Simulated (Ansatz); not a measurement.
Mulliken charges of C₂H₅BOSe, SMILES `C=CB(O)[SeH]` from r2SCAN/def2-TZVPP in Ansatz (PBE0-D4/def2-TZVP geometry).

| atom | x (Å) | y (Å) | z (Å) | charge (e) |
| --- | --- | --- | --- | --- |
| C1 | -0.012 | -1.399 | -0.699 | -0.112 |
| C2 | -0.628 | -0.384 | -0.098 | -0.179 |
| B3 | 0.058 | 0.865 | 0.527 | 0.190 |
| O4 | -0.523 | 1.567 | 1.535 | -0.290 |
| Se5 | 1.794 | 1.576 | -0.030 | -0.066 |
| H6 | -0.551 | -2.264 | -1.071 | 0.081 |
| H7 | 1.066 | -1.411 | -0.831 | 0.071 |
| H8 | -1.713 | -0.460 | 0.015 | 0.055 |
| H9 | -1.358 | 1.192 | 1.825 | 0.204 |
| H10 | 1.951 | 0.666 | -1.169 | 0.046 |

**Question.** By hand: the dipole of these point charges (1 e Å = 4.8032 D).

**Answer.** Σ q r = (-0.092, -0.204, -0.074) e Å, of length 0.236 e Å = 1.13 D.

**Question.** How does the dipole of the full density compare? (Best estimate.)

**Answer.** Computed: (-0.389, -0.402, -0.059) e Å, 2.70 D; the point charges give 0.42 times that, at 23° from its direction.

Point charges leave out the atoms' own dipoles, such as those of lone pairs, and Mulliken's split depends on the basis, so the two needn't agree.
